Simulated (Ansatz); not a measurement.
## Ligand exchange: C2H7BS + SnH3(CH3) → BH(CH3)(SH) + SnH2(CH3)2

Species: C2H7BS `CCBS`, singlet; SnH3(CH3), singlet; BH(CH3)(SH), singlet; SnH2(CH3)2, singlet. The partners trade CH3 for H: C–CH3 and Sn–H bonds give way to C–H and Sn–CH3.

Shapes, held fixed at every level: PBE0-D4/def2-TZVP. Flexible molecules stand in one conformer, not always the lowest. Programs: Ansatz 0.2.0. The zero-point and thermal change to 298 K, harmonic and unscaled (PBE0-D4/def2-TZVP), is +2.9 kJ/mol.

```csv
level,kind,ΔH(298 K) (kJ/mol),less CCSD(T)/def2-TZVPP
PBE-D4/def2-TZVPP,GGA,-31.4,+1.8
r2SCAN-D4/def2-TZVPP,meta-GGA,-33.2,0.0
B3LYP-D4/def2-TZVPP,global hybrid,-31.9,+1.3
r2SCAN0-D4/def2-TZVPP,global hybrid,-31.7,+1.5
CCSD(T)/def2-SVP,coupled cluster or CI,-17.4,+15.8
CCSD/def2-SVP,coupled cluster or CI,-17.6,+15.6
CCSD/def2-TZVPP,coupled cluster or CI,-32.3,+0.9
CCSD(T)/def2-TZVPP,coupled cluster or CI,-33.2,0.0
```

The highest level, CCSD(T)/def2-TZVPP, gives ΔH(298 K) = -33.2 kJ/mol; the levels span -33.2 to -17.4. The column of differences is taken from that level and isn't an error. No measured value is set beside it here. For atoms past krypton def2 sets carry core potentials with scalar relativity. Outer-core shells of Sn are correlated, in sets that cover them unevenly.
